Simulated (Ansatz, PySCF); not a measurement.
CHBFNO₂. Atoms are numbered in the order given.

```xyz
7

B      0.0150    -0.9686     0.0000
F      1.0835    -1.7697     0.0000
N      0.2145     0.4382     0.0000
C      0.0469     1.6253     0.0000
O     -0.0659     2.7889     0.0000
O     -1.2306    -1.4881     0.0000
H     -1.2370    -2.4546     0.0000
```

Coordinates come from a B3LYP-D3(BJ)/def2-SVP optimisation. The values are those of a single conformer.

Vertical ionisation energy (IE) and electron affinity (EA) in eV. Rows of orbital energies are one-electron estimates. Where ΔSCF, EOM or ADC give a negative EA the extra electron is unbound and the value depends on the basis.

```csv
level,IE,EA
"−ε(HOMO), −ε(LUMO), PBE/def2-TZVP (PySCF)",7.66,1.36
"ΔSCF, CAM-B3LYP/def2-SVPD (Ansatz), final states of multiplicity 2 and 2",11.86,-0.96
```

Q: What vertical singlet–triplet gap does ΔSCF give with CAM-B3LYP/def2-SVPD (Ansatz, a first-principles code)? (Estimate from the structure and the level; the computed values follow.)

A: 6.39 eV (triplet above singlet where positive).
